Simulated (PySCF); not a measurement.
Dissociation curve of SiH (cation, charge +1), singlet.

Computed with: UHF/cc-pVTZ (PySCF); RHF/cc-pVTZ (PySCF); UKS-LDA (SVWN5) = unrestricted LDA (SVWN5)/cc-pVTZ (PySCF); RKS-LDA (SVWN5) = restricted LDA (SVWN5)/cc-pVTZ in PySCF 2.14.0; UKS-wB97X-V = unrestricted wB97X-V/cc-pVTZ run with PySCF; RKS-wB97X-V = restricted wB97X-V/cc-pVTZ (PySCF); UKS-PBE0 = unrestricted PBE0/cc-pVTZ in PySCF; RKS-PBE0 = restricted PBE0/cc-pVTZ in PySCF.

Scanned distances (Å): 1.23, 1.30, 1.37, 1.43, 1.46, 1.52, 1.56, 1.63, 1.65, 1.78, 1.86, 2.05, 2.29, 2.53, 2.74, 3.03, 3.30, 3.76, 4.14, 4.57, 5.37, 6.04.

Problem. Where does the unrestricted solution first break spin symmetry (<S²> of 0.01 or more)?

Solution. UHF: already at 1.23 Å; UKS-LDA (SVWN5): between 2.53 and 2.74 Å; UKS-wB97X-V: between 2.29 and 2.53 Å; UKS-PBE0: between 2.29 and 2.53 Å.

```csv
R / Å,<S²> UHF,E(RHF) − E(UHF) / kJ/mol,<S²> UKS-LDA (SVWN5),E(RKS-LDA (SVWN5)) − E(UKS-LDA (SVWN5)) / kJ/mol,<S²> UKS-wB97X-V,E(RKS-wB97X-V) − E(UKS-wB97X-V) / kJ/mol,<S²> UKS-PBE0,E(RKS-PBE0) − E(UKS-PBE0) / kJ/mol
1.23,0.15,1.3,0.00,0.0,0.00,0.0,0.00,0.0
1.30,0.13,0.9,0.00,0.0,0.00,0.0,0.00,0.0
1.37,0.11,0.6,0.00,0.0,0.00,0.0,0.00,0.0
1.43,0.09,0.4,0.00,0.0,0.00,0.0,0.00,0.0
1.46,0.08,0.4,0.00,0.0,0.00,0.0,0.00,0.0
1.52,0.07,0.2,0.00,0.0,0.00,0.0,0.00,0.0
1.56,0.06,0.2,0.00,0.0,0.00,0.0,0.00,0.0
1.63,0.04,0.1,0.00,0.0,0.00,0.0,0.00,0.0
1.65,0.04,0.1,0.00,0.0,0.00,0.0,0.00,0.0
1.78,0.02,0.0,0.00,0.0,0.00,0.0,0.00,0.0
1.86,0.01,0.0,0.00,0.0,0.00,0.0,0.00,0.0
2.05,0.11,0.9,0.00,0.0,0.00,0.0,0.00,0.0
2.29,0.57,34.9,0.00,0.0,0.00,0.0,0.00,0.0
2.53,0.79,92.0,0.00,0.0,0.46,14.1,0.40,9.0
2.74,0.88,145.6,0.14,0.6,0.71,45.7,0.66,32.6
3.03,0.96,214.9,0.57,14.5,0.87,97.1,0.86,71.9
3.30,1.02,271.2,0.82,33.7,0.94,142.6,1.01,106.7
3.76,1.02,345.7,0.98,—,1.00,206.7,1.01,152.0
4.14,1.02,390.0,1.00,—,1.00,246.1,1.01,176.1
4.57,1.02,426.1,1.00,—,1.00,278.4,1.01,193.3
5.37,1.02,466.2,1.00,—,1.00,314.8,1.01,208.6
6.04,1.02,483.9,1.00,—,1.00,331.4,1.01,213.2
```

A dash means that the run gave no value there, or that the column was ended at a point which the program doubted or which failed a test of continuity chosen for this set; such a test can also cut sound points.
